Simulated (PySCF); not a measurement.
## Bond length, frequency and bond energy of InBr by level of theory

State: ¹Σ⁺ (singlet), closed shell. Set-up: In def2-TZVPPD with ECP28, Br def2-TZVPPD; scalar-relativistic core potentials (PySCF 2.14). De refers to In + Br in their high-spin ground configurations, without counterpoise correction. A positive dipole means In(−)Br(+).

```
      Level  Re (Å)  ωe (cm⁻¹)  De (eV)  μ (D)  CPU s a point (SCF and correlation, without the integrals)
        RHF   2.593        212     3.10  -3.88                                                           1
    RHF-MP2   2.550        224     4.31    n/a                                                           2
RHF-SCS-MP2   2.565        219     4.16    n/a                                                         n/a
   RHF-CCSD   2.562        221     4.01    n/a                                                         n/a
RHF-CCSD(T)   2.562        221     4.13    n/a                                                          86
        PBE   2.590        210     4.29  -3.61                                                         2.1
       BLYP   2.624        200     4.11  -3.86                                                         1.4
     r²SCAN   2.563        219     4.29  -3.44                                                           3
      TPSSh   2.577        214     4.24  -3.62                                                         4.3
    r²SCANh   2.559        221     4.24  -3.48                                                         4.3
       PBE0   2.567        217     4.19  -3.62                                                         6.1
       MN15   2.558        218     4.11  -3.65                                                         4.7
      ωB97X   2.561        218     4.24  -3.69                                                         5.6
     B2PLYP   2.577        215     4.16  -3.83                                                           5
```

Which functional lies closest to RHF-CCSD(T) in De, which farthest, and by how much do they differ from it?

Closest is BLYP (+6.2 pm in Re, -9.5 % in ωe, -0.02 eV in De against RHF-CCSD(T) in the same basis), farthest PBE (+2.8 pm in Re, -5.0 % in ωe, +0.16 eV in De). CCSD(T) converges more slowly with the basis than the functionals do and binds too weakly in this one, so the order can change at the basis-set limit.

What does a quarter of exact exchange do here, going from PBE to PBE0?

PBE0 less PBE: -2.3 pm in Re, +3.3 % in ωe, -0.10 eV in De. Exact exchange removes part of the self-interaction that spreads semilocal densities, and in most molecules shortens and stiffens the bond and lowers De; so it does here.

What does second-order correlation do here, going from RHF to RHF-MP2?

RHF-MP2 less RHF: -4.3 pm in Re, +5.7 % in ωe, +1.21 eV in De. Correlation nearly always deepens the well. The bond shortens, as in weak, metallic or heavy-atom bonds, where dispersion and the correlation of outer-core electrons pull the atoms together.

Correlated steps freeze 13 core orbitals. Spin–orbit coupling is left out, which matters for elements this heavy, above all for dissociation energies. Where the molecule has an RHF reference, its open-shell atoms are computed with UHF. B2PLYP dipoles, levels and charges come from its SCF part alone.

The whole job (state search and all levels along the bond) took about 11 min on 2 threads of Arm Neoverse V2 (shared host), peak memory 3.9 GiB.
